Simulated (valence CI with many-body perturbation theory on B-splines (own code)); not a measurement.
## Ti X: electric-dipole lines

Method: configuration interaction combined with many-body perturbation theory (CI+MBPT): three valence electrons over a frozen Dirac-Fock core [Ne], radial functions for each j: 11 s, 11 p, 10 d, 8 f, 5 g, 2 h, with the one-electron correlation potential Σ1, the two-electron term Σ2, the three-electron term Σ3, Breit, model QED; selected CI, second order for the rest, scaled by the run's own slope (own B-spline code, finite nucleus).

No measured levels were compared; by estimate levels of excited configurations hold to 0.05 to 0.15 % of their energy, terms of the ground configuration to about 0.5 %.

Lines 101 to 150 of 564 in falling wavelength, among levels below 1167300 cm⁻¹, chosen from the strongest by gf and those to the six lowest levels. Wavelengths and rates use the calculated energies, so an error of 200 cm⁻¹ moves a line at 482.4 Å by 0.096 % and its rate by three times that or more. Electric multipoles are in the length gauge with retardation, E1 and E2 with the static RPA response of the core. Weak lines are less certain than strong ones. Lines between different terms over intervals too small for the method are left out, as are lines whose strength nearly cancels. Where a level lies close to another of its J and parity, the split of strength between their lines is uncertain. The highest levels of a list are the least certain.

Names give the largest LS component (configuration and term), which can be under half, so a name can repeat, a term be missing and a line seem to break the LS rules; names also repeat where a configuration has a term twice. Letters in brackets count levels of one name in rising energy.

```tsv
λ vac (Å)	Upper	Lower	A (s⁻¹)	log gf	Branch %
482.4	3p2.3d 2F_7/2 [b]	3s.3p.3d 2F°_7/2 [b]	2.02e+09	-0.25	4.4
482.0	3p.3d2 2F°_7/2 [c]	3s.3d2 2F_5/2	1.49e+09	-0.38	3.5
476.8	3p.3d2 2F°_5/2 [c]	3s.3d2 2F_5/2	2.19e+09	-0.35	5.6
471.6	3p2.3d 4D_5/2	3s.3p.3d 4D°_5/2	1.30e+09	-0.59	10.7
471.6	3p2.3d 4D_3/2	3s.3p.3d 4D°_3/2	1.58e+09	-0.68	12.4
471.5	3s.3p2 2D_3/2	3s2.3p 2P°_1/2	1.19e+09	-0.80	92.4
470.9	3p.3d2 2G°_9/2 [b]	3s.3d2 2F_7/2	9.51e+09	0.50	20.4
469.8	3p.3d2 2F°_7/2 [a]	3p2.3d 2F_7/2 [b]	8.68e+08	-0.64	6.2
468.0	3p.3d2 2G°_7/2 [b]	3s.3d2 2F_7/2	1.17e+09	-0.51	2.6
467.3	3p.3d2 2G°_7/2 [b]	3s.3d2 2F_5/2	8.00e+09	0.32	17.4
466.9	3p2.3d 4D_7/2	3s.3p.3d 4D°_7/2	8.61e+08	-0.65	7.2
466.8	3p.3d2 4D°_5/2 [a]	3s.3d2 4F_7/2	1.36e+09	-0.57	7.1
464.9	3p.3d2 2F°_5/2 [b]	3s.3d2 2D_3/2	3.72e+09	-0.14	10.0
464.5	3p.3d2 4D°_7/2 [a]	3s.3d2 4F_9/2	1.95e+09	-0.30	9.8
464.0	3p.3d2 2F°_7/2 [b]	3s.3d2 2D_5/2	4.07e+09	0.02	12.0
461.1	3p.3d2 2F°_5/2 [b]	3s.3d2 2G_7/2	2.38e+09	-0.34	6.4
460.8	3p2.3d 4D_5/2	3s.3p.3d 4P°_3/2	1.79e+09	-0.47	14.7
460.4	3p.3d2 2F°_7/2 [b]	3s.3d2 2G_9/2	2.88e+09	-0.13	8.5
460.3	3p.3d2 2D°_5/2 [c]	3s.3d2 2P_3/2	7.20e+09	0.14	12.5
458.1	3p.3d2 2D°_3/2 [c]	3s.3d2 2P_1/2	6.41e+09	-0.09	11.0
457.1	3p.3d2 2G°_9/2 [a]	3s.3d2 4F_9/2	1.79e+09	-0.25	6.2
456.3	3p.3d2 4F°_3/2	3s.3d2 4F_3/2	4.03e+09	-0.30	10.2
455.4	3p.3d2 4D°_7/2 [b]	3s.3d2 4P_5/2	1.34e+09	-0.48	2.7
455.4	3p.3d2 4F°_5/2	3s.3d2 4F_5/2	3.41e+09	-0.20	8.8
455.2	3p.3d2 4F°_7/2	3s.3d2 4F_7/2	2.17e+09	-0.27	6.9
453.4	3p2.3d 4D_7/2	3s.3p.3d 4P°_5/2	3.21e+09	-0.10	26.7
452.1	3p.3d2 2G°_7/2 [a]	3s.3d2 4F_7/2	1.62e+09	-0.40	5.5
451.8	3p2.3d 2D_5/2 [c]	3s.3p.3d 2D°_5/2 [b]	3.32e+09	-0.22	6.7
450.8	3p.3d2 4F°_9/2	3s.3d2 4F_9/2	2.90e+09	-0.05	9.2
445.1	3p2.3d 2D_3/2 [c]	3s.3p.3d 2D°_3/2 [b]	3.87e+09	-0.34	7.8
436.5	3p.3d2 2D°_3/2 [b]	3s.3d2 2D_3/2	3.85e+09	-0.36	7.5
432.8	3p.3d2 2D°_5/2 [b]	3s.3d2 2D_5/2	3.85e+09	-0.19	7.5
430.4	3p.3d2 2P°_1/2 [c]	3s.3d2 2P_3/2	3.66e+09	-0.69	5.3
430.0	3p2.3d 2D_5/2 [a]	3s.3p.3d 2D°_5/2 [a]	2.14e+09	-0.45	6.6
429.3	3p.3d2 2P°_1/2 [c]	3s.3d2 2P_1/2	7.96e+09	-0.36	11.5
429.0	3p.3d2 2P°_3/2 [c]	3s.3d2 2P_3/2	9.48e+09	0.02	13.6
427.6	3p.3d2 2G°_9/2 [a]	3p2.3d 2F_7/2 [b]	2.61e+09	-0.15	9.0
427.3	3p2.3d 2D_3/2 [a]	3s.3p.3d 2D°_3/2 [a]	2.68e+09	-0.53	8.7
426.9	3p.3d2 2D°_3/2 [a]	3p2.3d 2P_1/2 [b]	2.73e+09	-0.53	14.1
426.1	3p2.3d 4F_7/2	3s.3p.3d 4F°_9/2	1.43e+09	-0.51	14.2
426.0	3p.3d2 2D°_5/2 [a]	3p2.3d 2P_3/2 [b]	1.85e+09	-0.52	10.0
424.7	3p2.3d 4F_5/2	3s.3p.3d 4F°_7/2	2.05e+09	-0.48	20.5
423.6	3p2.3d 4F_3/2	3s.3p.3d 4F°_5/2	2.02e+09	-0.66	20.3
423.4	3p.3d2 4F°_7/2	3p2.3d 2F_5/2 [b]	1.93e+09	-0.38	6.1
422.0	3p.3d2 4F°_9/2	3p2.3d 2F_7/2 [b]	1.90e+09	-0.29	6.0
421.1	3p2.3d 4F_9/2	3s.3p.3d 4F°_9/2	7.07e+09	0.27	69.7
420.8	3p2.3d 4F_3/2	3s.3p.3d 4F°_3/2	5.51e+09	-0.23	55.3
420.8	3p.3d2 2G°_7/2 [a]	3p2.3d 2F_5/2 [b]	2.88e+09	-0.21	9.8
420.6	3p2.3d 4F_5/2	3s.3p.3d 4F°_5/2	4.54e+09	-0.14	45.3
420.5	3p2.3d 4F_7/2	3s.3p.3d 4F°_7/2	5.15e+09	0.04	51.1
```
